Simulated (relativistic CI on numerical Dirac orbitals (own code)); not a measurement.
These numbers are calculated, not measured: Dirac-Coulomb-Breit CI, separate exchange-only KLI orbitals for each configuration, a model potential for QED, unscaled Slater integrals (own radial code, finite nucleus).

The strongest absorption lines from the ground level of an ion, among the configurations computed and to levels below about 1630 eV (vacuum wavelength in nm, gf): 0.76151 (0.63), 0.76226 (0.39), 0.76556 (0.27), 0.76586 (0.068), 2.6945 (0.079), 3.0452 (2), 3.2238 (1.4), 3.3905 (0.14).

Question: Which ion is it?
A. Yb45+
B. Sm37+
C. Pt53+
D. Yb47+

Answer: A. Yb45+ has 25 electrons and the ground level 3s2 3p6 3d7 4F_9/2; the strongest line goes to 3s2 3p5 3d8 4D°_7/2. The pattern of lines fixes the number of electrons, and along that sequence the line energies rise steadily with the charge (about as its square where n changes within one kind of shell, about linearly where n is kept but much faster in heavy ions where fine structure, which grows about as Z⁴, sets the gap, and irregularly where shells cross), which fixes Z. Configurations outside the model, such as inner-shell arrays, can give stronger lines. At this charge energies of transitions that change n are usually good to better than 1 %, and those within a shell (Δn = 0) to a few per cent.

LS names give the leading component of a level, which can be under half, so a name can repeat, a term be missing and a line seem to break the LS rules.
